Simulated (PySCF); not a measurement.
## Telling isomers of C8H9ClSi apart by NMR

- GFN2-xTB geometry
- shieldings: GIAO PBE0/pcSseg-1
- code: PySCF 2.14.0 with density-fitted response routines
- rapidly exchanging positions averaged, gas phase, single conformer, relativity neglected

Chemical shifts δ = σref − σ; TMS for $^{1}$H, $^{13}$C, all at this level. Where no couplings were computed, multiplicities follow the n + 1 count of equivalent neighbours, and m marks all less simple cases (inequivalent or close neighbours, rings, F or P nearby). Shifts are as computed. Against solution values, carbons near 30 ppm lie about +3 ppm off and those near 130 ppm about +5 ppm; carbons on Cl a further +6 ppm. Of 1309 compounds with measured shifts, 239 miss one by over three times the rms of a fit or turn the order of signals round; such compounds aren't used in these exercises. Carbons bonded to Cl come out too deshielded.

(1) Tabulate the signals of `C#C/C=C1\C(=C)C[C@H]1[SiH2]Cl`, `C#C[SiH2]/C=C/C(Cl)=C/C=C`, `C#C/C=C1/C(=C)C[C@H]1[SiH2]Cl` and their relative energies.

(2) What is the quickest way to tell C#C[SiH2]/C=C/C(Cl)=C/C=C from C#C/C=C1/C(=C)C[C@H]1[SiH2]Cl?

(3) What is the quickest way to tell C#C/C=C1\C(=C)C[C@H]1[SiH2]Cl from C#C[SiH2]/C=C/C(Cl)=C/C=C?

(4) What is the quickest way to tell C#C/C=C1\C(=C)C[C@H]1[SiH2]Cl from C#C/C=C1/C(=C)C[C@H]1[SiH2]Cl?

## Answers

(1) 
| SMILES | carbon types | δC | δH | E rel. (kcal/mol) |
| --- | --- | --- | --- | --- |
| C#C/C=C1\C(=C)C[C@H]1[SiH2]Cl | 3×C 3×CH 2×CH2 | 160.8, 151.5, 121.1, 105.8, 97.7, 85.9, 32.7, 31.6 | 6.56 (br s, 1H), 5.58 (br s, 1H), 5.31 (d, 1H), 5.10 (m, 1H), 4.80 (m, 1H), 3.25 (d, 1H), 3.09 (m, 1H), 2.99 (m, 1H), 2.74 (m, 1H) | 0.1 |
| C#C[SiH2]/C=C/C(Cl)=C/C=C | 2×C 5×CH 1×CH2 | 152.8, 145.6, 141.6, 139.5, 130.4, 130.1, 106.0, 85.0 | 7.34 (m, 1H), 7.21 (d, 1H), 6.54 (m, 1H), 6.50 (d, 1H), 5.78 (m, 1H), 5.77 (m, 1H), 4.87 (m, 2H), 2.01 (t, 1H) | 21.2 |
| C#C/C=C1/C(=C)C[C@H]1[SiH2]Cl | 3×C 3×CH 2×CH2 | 162.3, 153.0, 114.3, 105.1, 97.4, 86.0, 32.8, 31.3 | 5.92 (d, 1H), 5.78 (br s, 1H), 5.66 (m, 1H), 5.31 (br s, 1H), 4.80 (m, 1H), 3.15 (m, 1H), 3.11 (d, 1H), 3.06 (m, 1H), 2.73 (m, 1H) | 0.0 |

Energies are electronic energies at PBE0/pcSseg-1 on these geometries, without zero-point or thermal terms, each for the one conformer computed, which needn't be the lowest.

(2) Both give the same number of carbon signals, but DEPT or the intensities differ. The first has an alkene CH at 152.8 ppm, the second an allylic sp3 CH bonded to Si at 32.8 ppm. Their most deshielded carbons lie at 152.8 and 162.3 ppm. In the proton spectra the most deshielded non-exchanging signals are 7.34 (m, 1H) and 5.92 (d, 1H).

(3) Both give the same number of carbon signals, but DEPT or the intensities differ. The first has an allylic sp3 CH bonded to Si at 32.7 ppm, the second an alkene CH at 152.8 ppm. Their most deshielded carbons lie at 160.8 and 152.8 ppm. In the proton spectra the most deshielded non-exchanging signals are 6.56 (br s, 1H) and 7.34 (m, 1H).

(4) Both give the same number of carbon signals, with the same numbers of each carbon type, so the positions decide. The first has a terminal =CH2 carbon at 121.1 ppm, the second a terminal =CH2 carbon at 114.3 ppm. Their most deshielded carbons lie at 160.8 and 162.3 ppm. In the proton spectra the most deshielded non-exchanging signals are 6.56 (br s, 1H) and 5.92 (d, 1H).
